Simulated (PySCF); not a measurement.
## Polarisability and C₆ of P⁻ (phosphorus, charge -1)

[Ne] 3s2 3p4, high-spin 3P determinant. Calculation: PySCF 2.14, in aug-cc-pV(Q+d)Z with one added diffuse shell each of s, p, d, f, g type (8s7p6d4f3g, 114 functions); no relativity, point nucleus. Coupled (time-dependent) response in atomic units; α is the mean over directions.

```tsv
method	mean α (bohr³)	α xx, yy, zz	C₆ (like pair)	S(−4)
wB97X-V	100.1	77.31, 145.8, 77.31	1123	9083
```

S(−4) is the Cauchy moment in α(ω) = α(0) + S(−4) ω² + …

α(iu) at wB97X-V:

| u (hartree) | α(iu) (bohr³) |
| --- | --- |
| 0 | 100.1 |
| 0.0500 | 84.19 |
| 0.100 | 63.24 |
| 0.200 | 38.28 |
| 0.300 | 25.57 |
| 0.500 | 13.56 |
| 0.750 | 7.439 |
| 1.00 | 4.660 |
| 1.50 | 2.324 |
| 2.00 | 1.404 |
| 3.00 | 0.6953 |
| 5.00 | 0.2966 |

A single London oscillator, α(iu) = α/(1 + u²/ω²), gives C₆ = (3/4) ω α². Matching the computed C₆ needs ω = 4 × 1123 / (3 × 100.1²) = 0.149 hartree.

For an ion, C₆ is the dispersion term alone; charge-induced terms of lower order in 1/R come first.

The components differ because the open shell of this determinant is not spherical; for a pure term their mean is the scalar polarisability.
